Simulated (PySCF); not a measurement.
Job file and geometry (Å, from GFN2-xTB) of an NMR shielding run on `C[SiH2][SiH]([SiH2]C)[SiH2]C=O`, C3H14OSi4, GIAO PBE0/pcSseg-1 NMR shielding, non-relativistic, gas phase in PySCF; density fitting, a coarse starting grid and PySCF grid level 2 are the driver's defaults:

```
$ OMP_NUM_THREADS=1 python probes_run.py task.json out

{"job": {"kind": "nmr", "xc": "PBE0", "basis": "pcSseg-1"}, "charge": 0, "multiplicity": 1}
C      3.266846    -0.791452     0.507552
Si     1.535305    -1.059430    -0.234763
Si    -0.042360     0.101649     1.047993
Si    -0.661866     2.180380     0.173749
C     -0.663172     2.079029    -1.720270
Si    -1.918619    -1.227280     1.401388
C     -2.283359    -1.638336    -0.432933
O     -1.533200    -1.257166    -1.303433
H      3.323335    -1.177897     1.520792
H      4.037536    -1.286867    -0.075263
H      3.515883     0.265060     0.548039
H      1.295228    -2.510779    -0.259717
H      1.589691    -0.604563    -1.627733
H      0.514291     0.346085     2.406184
H     -2.008322     2.595451     0.604652
H      0.229859     3.282931     0.567425
H     -1.193778     1.192865    -2.056885
H      0.347670     2.019705    -2.113721
H     -1.140350     2.943917    -2.171701
H     -3.187443    -0.670927     1.894489
H     -1.850268    -2.546565     2.047073
H     -3.183318    -2.216424    -0.723765
```

Question: What does the program print?

Answer: 
```
coarse grid: 19520 points
cycle   1  E = -1354.9554785372  dE =  3.122e-01  |g| = 7.990e-01  |ddm| = 4.098e+00
cycle   2  E = -1354.5551977428  dE =  4.003e-01  |g| = 1.606e+00  |ddm| = 2.223e+00
cycle   3  E = -1355.0838113950  dE = -5.286e-01  |g| = 2.013e-01  |ddm| = 1.780e+00
cycle   4  E = -1355.0922480201  dE = -8.437e-03  |g| = 6.354e-02  |ddm| = 1.891e-01
cycle   5  E = -1355.0932119742  dE = -9.640e-04  |g| = 9.097e-03  |ddm| = 6.049e-02
cycle   6  E = -1355.0932332790  dE = -2.130e-05  |g| = 2.833e-03  |ddm| = 1.580e-02
cycle   7  E = -1355.0932352931  dE = -2.014e-06  |g| = 7.900e-04  |ddm| = 4.484e-03
final grid: 167744 points
cycle   8  E = -1355.1477539692  dE = -1.644e-05  |g| = 1.205e-02  |ddm| = 2.536e-02
cycle   9  E = -1355.1476860226  dE =  6.795e-05  |g| = 2.238e-02  |ddm| = 2.197e-02
cycle  10  E = -1355.1477813610  dE = -9.534e-05  |g| = 2.717e-03  |ddm| = 1.568e-02
cycle  11  E = -1355.1477829885  dE = -1.627e-06  |g| = 2.432e-04  |ddm| = 2.346e-03
cycle  12  E = -1355.1477830024  dE = -1.389e-08  |g| = 5.448e-05  |ddm| = 3.344e-04
cycle  13  E = -1355.1477830031  dE = -7.631e-10  |g| = 2.090e-05  |ddm| = 1.136e-04
converged SCF energy = -1355.1477830031

GIAO shielding tensors (ppm)
atom      isotropic    diamagn.    paramagn.     s11        s22        s33       span
  0 C      191.674     252.702     -61.029    186.916    189.613    198.491     11.575
  1 Si     419.128     881.708    -462.580    387.968    407.386    462.030     74.061
  2 Si     495.459     883.729    -388.270    467.036    501.654    517.687     50.652
  3 Si     421.914     881.063    -459.149    398.226    405.435    462.081     63.855
  4 C      194.885     254.260     -59.375    188.742    196.420    199.494     10.752
  5 Si     406.923     882.847    -475.924    342.744    391.031    486.992    144.248
  6 C      -71.287     254.743    -326.030   -226.410    -90.184    102.734    329.143
  7 O     -586.712     407.073    -993.784  -1607.156   -535.058    382.079   1989.236
  8 H       31.619      30.365       1.254     26.679     29.713     38.466     11.786
  9 H       31.360      28.249       3.111     26.242     27.826     40.013     13.771
 10 H       31.551      31.570      -0.019     26.631     30.329     37.694     11.063
 11 H       27.888      31.085      -3.197     23.766     27.033     32.867      9.101
 12 H       27.185      31.700      -4.515     23.078     26.590     31.888      8.810
 13 H       28.913      31.642      -2.729     25.270     26.276     35.193      9.924
 14 H       27.799      30.123      -2.324     23.864     26.094     33.439      9.575
 15 H       27.517      29.849      -2.332     24.066     25.311     33.175      9.109
 16 H       31.178      32.979      -1.801     25.969     30.222     37.343     11.374
 17 H       31.346      32.306      -0.960     26.435     29.735     37.868     11.433
 18 H       31.460      28.377       3.083     26.070     27.917     40.392     14.321
 19 H       27.206      30.546      -3.340     23.667     25.618     32.331      8.663
 20 H       27.100      30.440      -3.339     23.783     25.333     32.185      8.402
 21 H       19.166      27.245      -8.079     13.524     19.907     24.067     10.543
```

Question: Turn these shieldings into chemical shifts. δ = σ(ref) − σ, references computed at the same level: ¹³C (σref 186.93) and ²⁹Si (σref 349.16) and ¹H (σref 31.72) vs TMS; ¹⁷O (σref 336.08) against H2O.

Answer: Averaging equivalent atoms: C 6: 258.2; C 0/4: -6.4; Si 5: -57.8; Si 1/3: -71.4; Si 2: -146.3; O 7: 922.8; H 21: 12.55; H 19/20: 4.56; H 12/14: 4.23; H 11/15: 4.01; H 13: 2.80; H 8/9/10/16/17/18: 0.30 ppm. Unscaled 17O shifts of doubly bonded oxygen tend to come out too high, by tens of ppm or more. Experimental scales use liquid or dissolved standards, which lie at an offset from isolated H2O (liquid H2O: subtract about 36 ppm).

Size and cost of the density-fitted run: 234 basis functions, 54 s wall time on 1 thread of an Arm Neoverse V2, shared host; peak memory 1.1 GiB.
